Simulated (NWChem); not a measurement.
**Total energies of H3AlO3**

```
Al
O 1 1.6955
H 2 0.9581 1 123.56
O 1 1.6955 2 120.00 3 180.00
H 4 0.9581 1 123.55 2 0.00
O 1 1.6956 2 120.01 3 0.00
H 6 0.9581 1 123.54 2 180.00
```
Charge 0, spin multiplicity 1.

The numbers come from NWChem runs, not from measurements. All single points use one geometry, from PBE0/def2-SVP, a minimum by its harmonic frequencies. It is one conformer; others weren't searched.

Basis set: 3-21G (46 functions).

| method | total energy (Ha) |
|---|---|
| RHF | -465.84927 |
| MP2 | -466.23113 |
| B2PLYP | -467.08033 |
| PBE | -467.05782 |
| B3LYP | -467.46716 |
| TPSS | -467.48404 |
| CCSD(T) | -466.24849 |

Total energies of different functionals aren't comparable as a measure of quality: only differences taken within one method are. 

The correlated methods keep 8 core orbitals frozen. B3LYP has NWChem's definition, with VWN1-RPA local correlation. The structure started from a generated list of species. No row is a measurement; the coupled-cluster row has its own basis-set and correlation limits.
